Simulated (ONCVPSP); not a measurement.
## Reading a pseudo-wave (hydrogen)

Columns: radius, all-electron u(r) and pseudo u(r) of the 1s shell (level -6.49 eV) of hydrogen in the configuration 1s1; PBE, scalar-relativistic, ONCV scheme, ONCVPSP 4.0.1.

```tsv
r (bohr)	all-electron	pseudo
0.042	0.0773	0.0662
0.085	0.1497	0.1329
0.128	0.2158	0.1974
0.170	0.2746	0.2574
0.212	0.3281	0.3141
0.255	0.3777	0.3680
0.298	0.4225	0.4175
0.340	0.4619	0.4614
0.382	0.4972	0.5005
0.425	0.5296	0.5354
0.467	0.5577	0.5648
0.510	0.5833	0.5902
0.552	0.6051	0.6111
0.595	0.6247	0.6291
0.638	0.6417	0.6443
0.680	0.6559	0.6572
0.722	0.6678	0.6683
0.765	0.6780	0.6782
0.807	0.6861	0.6861
0.850	0.6927	0.6927
0.892	0.6975	0.6975
0.935	0.7009	0.7009
0.977	0.7029	0.7029
1.020	0.7037	0.7037
1.062	0.7033	0.7033
1.105	0.7019	0.7019
```

Task: How many radial nodes do the two functions have?

Result: The all-electron 1s function has n − l − 1 = 0; the pseudo-wave has 0.

Task: At about which radius was the pseudo-wave matched?

Result: 0.85 bohr. The columns agree to 0.0005 from 0.77 bohr on; several derivatives are matched, so the curves merge somewhat inside the radius.

Task: Is the pseudo-wave norm-conserving?

Result: Yes: the ONCV scheme keeps the norm inside the radius equal to the all-electron one, which fixes the energy derivative of the logarithmic derivative at the level.
